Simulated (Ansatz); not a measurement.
`[NH]=[V]([Cl])([Cl])[Cl]`, charge 0, multiplicity 1.

Q: Give a relaxed structure at PBE0-D4/def2-TZVP (Ansatz). (An estimate is asked.)

A: Ansatz gave: 
Cartesian coordinates in Å:
```
N -0.335 -0.395 -1.094
V 0.104 0.123 0.340
Cl -1.677 0.437 1.482
Cl 1.338 -1.387 1.219
Cl 1.184 1.948 0.061
H -0.614 -0.726 -2.010
```
Point group C3v.
